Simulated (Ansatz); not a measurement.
A structure relaxed at PBE-D4/def2-SVP in Ansatz, charge 1, doublet:

```xyz
7

Ge    1.647   -0.708    0.589
Ge    0.066   -2.583    0.889
Ge    2.310    1.108   -0.949
Ge   -1.338   -0.566    1.201
Ge    0.148    1.879   -0.016
Sn   -0.311   -0.598   -1.581
Sn   -2.522    1.467   -0.133
```

Problem. Give its formula and point group.

Solution. Sn2Ge5⁺. Point group Cs (tolerance 0.1 Å).

Problem. Summarise the bond lengths by kind (pairs closer than 1.2 times the sum of covalent radii, bridged metal pairs left out).

Solution. 5 × Ge–Sn 2.70 to 2.97 Å; 4 × Ge–Ge 2.47 to 2.48 Å.

In the def2 sets Sn takes a core potential; there is no spin–orbit coupling. Another isomer (doublet) lies 0.17 eV lower at PBE0-D4/def2-SVP; other spin states weren't run for this one.
